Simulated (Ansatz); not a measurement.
Gas-phase electronic energies from Ansatz, PBE0-D4/def2-TZVP geometries. CCSD(T)/CBS is the MP2 limit (def2-TZVPP, def2-QZVPP) plus CCSD(T) − MP2 in def2-TZVPP, frozen cores. DFT in def2-TZVPP. Each species was taken in one conformer, which may not be the lowest.

`[SiH3]C1=C[SiH2]1` + `OBCO` → `OCBO[SiH3]` + `C1=C[SiH2]1`  (ligand exchange at the Si–C bond)

`[SiH3]C1=C[SiH2]1`:

Cartesian coordinates in Å:
```
Si 1.727 0.366 0.047
C -0.075 -0.004 -0.099
C -1.021 -0.086 -1.039
Si -1.713 -0.444 0.583
H 2.328 0.667 -1.281
H 1.913 1.534 0.946
H 2.418 -0.807 0.643
H -1.037 0.050 -2.115
H -2.528 0.554 1.312
H -2.015 -1.832 1.004
```

`OBCO`:

```xyz
9

O     1.298   -0.806    0.227
B     0.086   -0.394    0.676
C    -0.738    0.532   -0.272
O    -0.131    0.846   -1.508
H     1.777   -1.374    0.835
H    -0.319   -0.734    1.755
H    -1.719    0.062   -0.449
H    -0.975    1.461    0.272
H     0.723    0.406   -1.535
```

`OCBO[SiH3]`:

Cartesian coordinates in Å:
```
O -0.180 -0.592 -2.742
C 0.434 0.089 -1.664
B -0.253 -0.264 -0.299
O 0.228 0.325 0.822
Si -0.217 0.216 2.411
H 0.269 -0.350 -3.555
H 1.506 -0.158 -1.578
H 0.396 1.184 -1.793
H -1.177 -1.031 -0.229
H -1.344 -0.738 2.566
H 0.958 -0.247 3.187
H -0.620 1.566 2.872
```

`C1=C[SiH2]1`:

Cartesian coordinates in Å:
```
C -0.731 0.590 0.336
C 0.002 -0.343 0.937
Si 0.459 -0.155 -0.802
H -1.529 1.260 0.630
H 0.060 -0.764 1.933
H 0.042 -1.142 -1.826
H 1.696 0.555 -1.208
```

```tsv
level	ΔE (kcal/mol)
PBE-D4	-8.9
B2PLYP	-13.7
PBE	-9.4
r2SCAN	-11.9
PBE0	-11.0
SCS-MP2/def2-TZVPP	-14.3
CCSD/def2-TZVPP	-14.1
SCS-MP2/def2-QZVPP	-14.4
```

Task: What does CCSD(T)/CBS give? (Best estimate.)

Result: Ansatz gave: -13.0 kcal/mol. The listed levels differ from it by 4.1, -0.7, 3.6, 1.1, 2.0, -1.3, -1.1, -1.4 kcal/mol.

Largest T1 diagnostic among the species: 0.013.

The D4 term adds +0.9 kcal/mol with B3LYP and +0.5 kcal/mol with PBE0; it sums over pairs of atoms, weighted by their polarisabilities, and B3LYP, whose exchange is more repulsive, gets the larger term. In def2-TZVPP, CCSD(T) changes the Hartree–Fock value by +5.8 kcal/mol (the triples alone add +1.0 kcal/mol) and MP2 by +6.0 kcal/mol. From PBE to PBE0 (25 % exact exchange), in def2-TZVPP and without D4, ΔE moves by −1.6 kcal/mol.

B3LYP here is the variant with VWN-RPA as its local correlation; programs differ in this.
